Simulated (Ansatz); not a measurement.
`[SiH3]C1=CCO1` + H₂Te → `[TeH]C1=CCO1` + SiH₄  (substitution at a C–Si bond)

Calculated with Ansatz (gas phase, PBE0-D4/def2-TZVP geometries, no zero-point term in ΔE). CCSD(T)/CBS adds triple-zeta CCSD(T) − MP2 to the extrapolated MP2 energy (def2 sets, frozen cores). This one scheme is used for every species. Functionals use def2-TZVPP. B3LYP here is the variant with VWN-RPA as its local correlation; programs differ in this. Elements past krypton have def2 core potentials. For Te outer-core shells are correlated without core-valence functions, which leaves a few kJ/mol of doubt a bond.

Question: Is it downhill or uphill in electronic energy at CCSD(T)/CBS, and by how much? (An estimate is asked.)

Answer: Ansatz gave: Uphill: ΔE = +6.4 kcal/mol.

Question: What do these levels give: PBE0-D4, ωB97M-V, PBE, B3LYP, MP2/def2-TZVPP, CCSD/def2-TZVPP, CCSD(T)/def2-TZVPP, HF/def2-QZVPP, MP2/def2-QZVPP, SCS-MP2/def2-QZVPP, HF/CBS(def2), CCSD/CBS(def2)? (Best estimate.)

Answer: Computed: PBE0-D4 7.4, ωB97M-V 7.9, PBE 6.7, B3LYP 7.7, MP2/def2-TZVPP 4.9, CCSD/def2-TZVPP 7.5, CCSD(T)/def2-TZVPP 6.7, HF/def2-QZVPP 9.6, MP2/def2-QZVPP 4.8, SCS-MP2/def2-QZVPP 5.4, HF/CBS(def2) 9.6, CCSD/CBS(def2) 7.2 kcal/mol.

Largest T1 diagnostic among the species: 0.014.

From PBE to PBE0 (25 % exact exchange), in def2-TZVPP and without D4, ΔE moves by +0.9 kcal/mol. In def2-TZVPP, CCSD(T) changes the Hartree–Fock value by −3.0 kcal/mol (the triples alone add −0.8 kcal/mol) and MP2 by −4.8 kcal/mol.
